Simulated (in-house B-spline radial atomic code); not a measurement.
## RPA and G0W0 on PBEsol: C3+

Configuration [He] 2s1, highest spin, mean-field start PBEsol. Computed with an all-electron radial atomic-structure program (B-spline basis): all electrons, scalar-relativistic (spin-free one-electron X2C), finite nucleus, each spin shell either full or empty, empty states to l = 9 with an (l + 1/2)⁻⁴ tail; G0W0 by contour deformation at full frequency.

RPA overbinds a lone outer s electron by self-correlation, and G0W0 tends to as well.

Command:
```bash
python run_gw.py task.json out
```
Settings (radii: box in bohr, nucleus in fm):
```
Z                        6
electrons                3
configuration            [He] 2s1
hamiltonian              x2c
method                   pbesol
lmax                     9
rms_radius               2.4702
spin_polarised           True
box_radius               14.14
intervals                71
ion_configuration        1s2
```

Cost of the run: 2 s on 1 thread of Intel(R) Xeon(R) Platinum 8259CL CPU @ 2.50GHz, on a shared host.

Energies (hartree):

| term | value |
| --- | --- |
| mean-field total | -34.59156 |
| Hartree-Fock functional on these orbitals | -34.73864 |
| direct second order | -0.1635 |
| second-order exchange | 0.1116 |
| SOSEX correction | 0.091467 |

(1) What is the RPA correlation energy, and what remains with SOSEX?

Quasi-particle levels (eV):

```
  level  occupied  mean field  Σx - vxc     Σc  QP weight    G0W0
  2s up       yes      -57.45     -6.97      ?          ?       ?
2s down        no      -50.74      5.76  -2.99      0.877  -47.96
```

G0W0 = mean field + (Σx - vxc) + Σc, with Σc (partial-wave tail included) taken at the quasi-particle energy. Levels of low weight are left out.

(2) Where does G0W0 put 2s up?

(3) What does it cost to remove one electron (to 1s2) by differences of total energies, each species on its own start (correlation terms add to the Hartree-Fock functional)?

Results:

(1) RPA gives -0.14054 hartree (-1.27 eV per electron); RPA + SOSEX gives -0.049074, and the second-order doubles -0.051896 hartree (no singles). SOSEX takes back 65 % of the RPA value.

(2) At -65.80 eV, with Σc = -1.38 eV and a quasi-particle weight of 0.948. The tabulated removal energy is 64.494 eV (NIST, measured).

(3) PBEsol 64.54 eV, Hartree-Fock functional 64.36 eV, + RPA 65.73 eV, + RPA + SOSEX 64.47 eV, + second order 64.49 eV. Tabulated: 64.494 eV (NIST, measured).
